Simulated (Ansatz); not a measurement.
Consider the hydrogenolysis of the Si–Cl bond: `F[SiH](F)S[SiH](Cl)Cl` + H₂ → `F[SiH](F)S[SiH2]Cl` + HCl.

Computed with Ansatz on PBE0-D4/def2-TZVP structures; ΔE is electronic, products minus reactants. CCSD(T)/CBS is the MP2 limit (def2-TZVPP, def2-QZVPP) plus CCSD(T) − MP2 in def2-TZVPP, frozen cores. This one scheme is used for every species. DFT in def2-TZVPP. Each species was taken in one conformer, which may not be the lowest.

`F[SiH](F)S[SiH](Cl)Cl`:

Z-matrix (Å, degrees):
```
Si
F 1 1.584
S 1 2.110 2 110.7
F 1 1.583 2 105.9 3 -120.5
H 1 1.469 2 110.3 3 121.4
Si 3 2.131 1 98.4 2 -46.0
Cl 6 2.033 3 110.9 1 91.6
Cl 6 2.033 3 106.8 1 -149.7
H 6 1.472 3 111.5 1 -29.8
```

H₂:

```xyz
2

H     0.097   -0.358    0.037
H    -0.097    0.358   -0.037
```

`F[SiH](F)S[SiH2]Cl`:

Z-matrix (Å, degrees):
```
Si
F 1 1.584
S 1 2.106 2 111.2
F 1 1.584 2 105.8 3 -120.4
H 1 1.470 2 109.0 3 121.3
Si 3 2.140 1 98.7 2 -70.8
Cl 6 2.043 3 111.5 1 -91.4
H 6 1.476 3 106.0 1 151.0
H 6 1.477 3 110.1 1 29.0
```

HCl:

Z-matrix (Å, degrees):
```
Cl
H 1 1.279
```

| level | ΔE (kJ/mol) |
| --- | --- |
| ωB97X-V | 72.9 |
| BLYP | 64.4 |
| CCSD/def2-TZVPP | 64.5 |
| MP2/CBS(def2) | 86.7 |

Problem. What does CCSD(T)/CBS give? (An estimate is asked.)

Solution. Ansatz gave: +75.1 kJ/mol. The listed levels differ from it by -2.2, -10.7, -10.6, 11.6 kJ/mol.

Largest T1 diagnostic among the species: 0.011.

From r2SCAN to r2SCAN0 (25 % exact exchange), in def2-TZVPP and without D4, ΔE moves by −3.3 kJ/mol. In def2-TZVPP, CCSD(T) changes the Hartree–Fock value by +13.8 kJ/mol (the triples alone add +4.6 kJ/mol) and MP2 by +25.4 kJ/mol. The D4 term adds +10.9 kJ/mol with B3LYP and +5.8 kJ/mol with PBE0; it sums over pairs of atoms, weighted by their polarisabilities, and B3LYP, whose exchange is more repulsive, gets the larger term.

CCSD(T)/CBS has its own doubt, a few kJ/mol and more with outer-core shells, so smaller differences from it don't rank the levels.

B3LYP here is the variant with VWN-RPA as its local correlation; programs differ in this.
